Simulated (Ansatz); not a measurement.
Relaxation of CH5B2Cl (9 atoms, charge 0, multiplicity 1), to a largest force component of 0.015 eV/Å in at most 40 steps.

These are results of Ansatz 0.2.0, RKS PBE-D4/def2-SVPD, not measurements.

```xyz
9
Properties=species:S:1:pos:R:3
B -0.679 1.138 0.033
C 0.211 -0.011 0.631
B 0.565 -0.981 -0.563
Cl -0.369 -2.364 -0.851
H -0.174 2.037 -0.517
H -1.844 1.081 0.108
H 1.139 0.407 1.023
H -0.312 -0.543 1.425
H 1.463 -0.765 -1.289
```

Where does it end, and by what steps?

The forces met the threshold. After 9 steps the energy has fallen by 0.165 eV; H6 moved furthest, 0.29 Å.

| step | energy less start (eV) | largest force component (eV/Å) | accepted |
| --- | --- | --- | --- |
| 0 | 0.0000 | 1.501 | yes |
| 1 | -0.1232 | 0.996 | yes |
| 2 | -0.1482 | 0.362 | yes |
| 3 | -0.1485 | 0.240 | yes |
| 4 | -0.1558 | 0.172 | yes |
| 5 | -0.1589 | 0.196 | yes |
| 6 | -0.1636 | 0.091 | yes |
| 7 | -0.1646 | 0.048 | yes |
| 8 | -0.1650 | 0.019 | yes |
| 9 | -0.1650 | 0.009 | yes |

```xyz
9
Properties=species:S:1:pos:R:3
B -0.655 1.150 0.046
C 0.117 -0.064 0.651
B 0.565 -0.950 -0.550
Cl -0.176 -2.530 -0.840
H -0.084 1.927 -0.692
H -1.833 1.317 0.281
H 1.083 0.367 1.011
H -0.419 -0.614 1.444
H 1.402 -0.603 -1.351
```

Time of the run: 10 s on 2 threads of Intel(R) Xeon(R) 6975P-C (Granite Rapids), with other jobs on the host, peak memory 0.17 GiB.
